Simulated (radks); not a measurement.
Species: Se. Configuration: [Ar] 3d10 4s2 4p4 (the NIST ground configuration). All-electron calculation, scalar-relativistic Kohn-Sham, PBE, spin-polarised, spherical densities, point nucleus; open shells are filled with parallel spins first. Program: a radial shooting solver on a logarithmic mesh with Libxc functionals.

Unscreened Slater integrals over Kohn-Sham orbitals (hartree). They are taken over the spin-up orbitals.

| integral | value |
|---|---|
| F0(4p,4p) | 0.39859 |
| F2(4p,4p) | 0.20458 |
| F0(4p,4s) | 0.44153 |
| G1(4p,4s) | 0.28444 |
| F0(4p,3d) | 0.52679 |
| F2(4p,3d) | 0.098868 |
| G1(4p,3d) | 0.033301 |
| G3(4p,3d) | 0.029793 |
| F0(4s,4s) | 0.50259 |
| F0(4s,3d) | 0.64446 |
| G2(4s,3d) | 0.055293 |
| F0(3d,3d) | 1.4581 |
| F2(3d,3d) | 0.69113 |
| F4(3d,3d) | 0.43336 |

Derived for the open shells (J is the average intra-shell exchange parameter used in DFT+U). 4p: J = F2/5 = 0.04092 hartree; in LS coupling 1D lies 6 F2/25 = 0.04910 hartree above 3P.
